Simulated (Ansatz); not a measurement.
The same path of CH₃AsN (6 atoms, charge 0, multiplicity 2) was run twice with different band settings. Lost on the way: C1–H5. Made: N2–H5.

Computed with UKS PBE0/def2-SVP (Ansatz).

Relaxed end points:

```xyz
6
Properties=species:S:1:pos:R:3
C -0.093 -0.107 -0.634
N -0.661 -0.961 0.324
As -0.365 0.814 1.075
H -0.765 0.242 -1.435
H 0.910 -0.372 -1.002
H 0.975 0.384 1.672
```

```xyz
6
Properties=species:S:1:pos:R:3
C -0.307 0.374 -0.677
N -0.088 -0.898 -0.221
As -0.430 0.311 1.255
H -1.012 0.659 -1.468
H 0.842 -1.312 -0.324
H 0.995 0.866 1.434
```

Common settings: movable images 5; climbing image yes; spring 5.0 eV/Å²; optimiser quadratic models (default); force threshold 0.05 eV/Å; iteration limit 60; end points relaxed.

| run | start path |
| --- | --- |
| 1 | through a guess of the saddle point |
| 2 | straight line |

(1) What does each run give, and how far can it be trusted?

Answers

(1) Run 1: converged after 7 iterations, highest image 2.011 eV above the first end. A vibrational analysis at the climbing image gives one clearly imaginary mode, 1933i cm⁻¹: a first-order saddle point.
Run 2: converged after 7 iterations, highest image 2.011 eV above the first end. Another band between the same ends (5 images) ends at a top of the same energy, where a vibrational analysis finds 1 clearly imaginary mode.
